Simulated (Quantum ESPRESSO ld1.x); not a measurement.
As, configuration [Ar] 3d9 4s2 4p3 5p1 (not the ground configuration). Method: scalar-relativistic Kohn-Sham, PBE, spin-unpolarised, spherical densities, point nucleus; computed with ld1.x of Quantum ESPRESSO 7.5.

Normalised radial functions P(r) = r R(r), r in bohr:

r	3s	5p
0.001521	0.0746	0.0001
0.00177	0.0858	0.0001
0.002078	0.0991	0.0001
0.002419	0.1135	0.0002
0.002816	0.1298	0.0002
0.003304	0.1491	0.0003
0.003847	0.1695	0.0004
0.004478	0.1922	0.0006
0.005255	0.2184	0.0008
0.006118	0.2455	0.0010
0.007122	0.2745	0.0013
0.008358	0.3066	0.0018
0.00973	0.3379	0.0023
0.01133	0.3689	0.0031
0.01329	0.3998	0.0041
0.01548	0.4254	0.0053
0.01802	0.4450	0.0068
0.02114	0.4557	0.0088
0.02461	0.4527	0.0112
0.02865	0.4326	0.0141
0.03362	0.3886	0.0178
0.03914	0.3207	0.0219
0.04557	0.2246	0.0266
0.05348	0.0918	0.0319
0.06226	-0.0618	0.0370
0.07248	-0.2351	0.0419
0.08505	-0.4249	0.0459
0.09901	-0.5923	0.0480
0.1153	-0.7221	0.0473
0.1353	-0.7873	0.0426
0.1575	-0.7538	0.0335
0.1833	-0.6083	0.0195
0.2151	-0.3311	0.0000
0.2504	0.0311	-0.0217
0.2916	0.4473	-0.0438
0.3421	0.8777	-0.0640
0.3983	1.2102	-0.0760
0.4637	1.4113	-0.0775
0.5442	1.4503	-0.0652
0.6335	1.3326	-0.0402
0.7375	1.1059	-0.0044
0.8654	0.8138	0.0404
1.008	0.5451	0.0836
1.173	0.3257	0.1208
1.376	0.1655	0.1465
1.602	0.0755	0.1525
1.865	0.0294	0.1364
2.189	0.0090	0.0946
2.548	0.0023	0.0338
2.967	0.0005	-0.0417
3.482	0.0001	-0.1289
4.053	0.0000	-0.2106
4.719	0.0000	-0.2832
5.537	0.0000	-0.3480
6.446	0.0000	-0.3869
7.504	0.0000	-0.3938
8.807	0.0000	-0.3596
10.25	0.0000	-0.2911
11.94	0.0000	-0.2094
14.01	0.0000	-0.1306
16.31	0.0000	-0.0727
18.98	0.0000	-0.0346
22.28	0.0000	-0.0132
25.93	0.0000	-0.0044

3s: eigenvalue -208.18 eV, 2 radial nodes at r = 0.0587, 0.247 bohr, <r> = 0.594 bohr, 90 % of the charge inside 0.884 bohr. 5p: eigenvalue -1.265 eV, 3 radial nodes at r = 0.215, 0.750, 2.74 bohr, <r> = 8.06 bohr, 90 % of the charge inside 11.8 bohr.
